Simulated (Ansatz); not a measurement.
Ideal-gas functions of AlCl2GeH3 (`[Cl][Al]([Cl])[GeH3]`) at 800 K and 1 bar, from an Ansatz frequency run at PBE0-D4/def2-TZVP.

Molar mass 173.52 g/mol, point group Cs (symmetry number 1), electronic degeneracy 1, moments of inertia 231.368, 482.91, 708.05 u Å². Harmonic wavenumbers (cm⁻¹, unscaled): 23, 83, 125, 153, 269, 419, 427, 526, 593, 780, 880, 881, 2142, 2150, 2160.

Use S(trans) = R[1.5 ln M + 2.5 ln T − 1.1517]; rotational temperatures θ = 24.2544 K / I; S(rot) = R[ln(√π/σ · √(T³/θAθBθC)) + 1.5]; for each mode x = 1.438777 ν̃/T, S = R[x/(eˣ − 1) − ln(1 − e⁻ˣ)] and H = RT x/(eˣ − 1); 1 cm⁻¹ = 0.0119627 kJ/mol; R = 8.31446 J/(mol·K).

Q: By hand: the entropy, in J/(mol·K).

A: Translation 193.7. Rotation: θ = 0.1048, 0.0502, 0.0343 K, giving 136.4. Vibration, mode by mode: 34.80, 24.14, 20.74, 19.07, 14.43, 10.86, 10.71, 9.08, 8.16, 6.15, 5.31, 5.31, 0.87, 0.86, 0.85, in all 171.3. Electronic 0.0. Sum 501.4 J/(mol·K).

Q: By hand: H − E and G − E in kJ/mol, counted from the electronic energy.

A: Zero-point energy ½ × 11611 × 0.0119627 = 69.4; thermal vibration 56.3; translation, rotation and pV give 4 RT = 26.6. H − E = 152.3 kJ/mol, and G − E = 152.3 − 800 × 501.4/1000 = -248.8 kJ/mol.

Vibration gives 34 % of the entropy, 79.7 J/(mol·K) of it from the modes under 150 cm⁻¹: soft modes count most, and the harmonic formula is weakest for them.
